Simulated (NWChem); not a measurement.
# CCl$_{2}$GaNO; SMILES O=C=[N][Ga]([Cl])[Cl]

```xyz
6

Ga     0.0003     0.3237     0.0001
Cl    -1.8403     1.3734    -0.0004
Cl     1.8333     1.3876    -0.0004
N      0.0060    -1.4685     0.0028
C      0.0054    -2.6686     0.0003
O      0.0047    -3.8348    -0.0016
```
Atoms are numbered in this order, from 1.

Program: NWChem. Pople sets run with spherical d functions. The geometry was optimised at PBE0/def2-SVP. Vertical excitations in the gas phase; the lowest state need not have the same character in each row.

```json
[
 {"level": "PBE/6-31G*, full TDDFT", "lowest excitation, singlet (eV)": "___", "lowest state with f > 0.02, singlet (eV)": "___", "orbital gap (eV)": "___"},
 {"level": "B3LYP/6-31G*, full TDDFT", "lowest excitation, singlet (eV)": "5.47", "lowest state with f > 0.02, singlet (eV)": "6.08", "orbital gap (eV)": "6.48"},
 {"level": "BHandHLYP/6-31G*, full TDDFT", "lowest excitation, singlet (eV)": "6.24", "lowest state with f > 0.02, singlet (eV)": "6.84", "orbital gap (eV)": "9.29"}
]
```

Problem. Some entries are withheld; supply them.

Solution. 
- PBE/6-31G*, full TDDFT, lowest excitation, singlet (eV): 4.81
- PBE/6-31G*, full TDDFT, lowest state with f > 0.02, singlet (eV): 5.61
- PBE/6-31G*, full TDDFT, orbital gap (eV): 4.68
